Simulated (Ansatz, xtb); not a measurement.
System: sum formula BNH2F2 (charge 0, singlet). 
Coordinates optimised at B3LYP-D3(BJ)/def2-TZVP (Ansatz, a first-principles code):
```xyz
6

B      0.0183    -0.0197     0.0248
F      1.2393    -0.4934    -0.2319
F     -0.5103    -0.2912     1.2198
N     -0.6792     0.7310    -0.9204
H     -1.5987     1.0964    -0.7469
H     -0.2993     0.9462    -1.8251
```
Charge 0, spin multiplicity 1.

Harmonic wavenumbers from GFN2-xTB (xtb, at its own minimum), cm⁻¹: 333, 411, 510, 511, 533, 822, 851, 1287, 1409, 1527, 3532, 3577.

Task: Give the harmonic wavenumbers at B3LYP-D3(BJ)/def2-TZVP (Ansatz, finite differences of forces, unscaled).

Result: 381, 443, 470, 550, 662, 869, 912, 1406, 1444, 1637, 3614, 3710 cm⁻¹. Zero-point energy 23.0 kcal/mol.

Task: From these and the geometry, give the ideal-gas thermochemistry at 298.15 K and 1 atm (rigid rotor, harmonic oscillator).

Result: Point group C2v, rotational symmetry number 2. Rotational constants 9.923, 9.567, 4.871 GHz. S(trans) 38.43, S(rot) 22.68, S(vib) 3.82, S(elec, spin only) 0.00, S 64.9 cal/(mol K). H(298) - H(0) 3.18 kcal/mol; G - E(el) 6.8 kcal/mol.
